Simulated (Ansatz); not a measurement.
`Cl[BH][ZnH]`, relaxed with RKS PBE0-D4/def2-TZVP in Ansatz 0.2.0 from a PBE-D4/def2-SVP geometry. The force threshold is 0.005 eV/Å; the program also tests the step.

The species carries charge 0 and has multiplicity 1.

Start:

```xyz
5

Cl   -0.980   -0.745    1.843
B    -0.793   -0.130    0.198
Zn    1.096    0.279   -0.548
H    -1.851    0.012   -0.392
H     2.528    0.584   -1.101
```

(1) How much energy does the relaxation release, and in how many steps? (Best estimate.)

(2) Which bonds change most? (Best estimate.)

(3) Give the relaxed structure. (Best estimate.)

Answers

(1) Computed: 0.88 kJ/mol, in 3 steps.

(2) Computed: B2–H4 from 1.220 to 1.197 Å; Cl1–B2 from 1.767 to 1.753 Å; Zn3–H5 from 1.564 to 1.554 Å; B2–Zn3 from 2.072 to 2.081 Å.

(3) The calculation gave: 
```xyz
5

Cl   -0.979   -0.740    1.828
B    -0.800   -0.128    0.194
Zn    1.099    0.281   -0.551
H    -1.844    0.007   -0.376
H     2.524    0.581   -1.094
```
